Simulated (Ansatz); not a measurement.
Species: BBr3, SMILES `BrB(Br)Br` (charge 0, multiplicity 1).

Task: Give a relaxed geometry from B3LYP-D3(BJ)/def2-TZVP run with Ansatz (an electronic-structure program).

Result: the end point of this relaxation (outside a Z-matrix the atoms follow the SMILES, hydrogens last).
Bond lengths (Å): Br1–B2 1.907, B2–Br3 1.907, B2–Br4 1.907. Bond angles (°): Br1–B2–Br3 120.0, Br1–B2–Br4 120.0, Br3–B2–Br4 120.0.
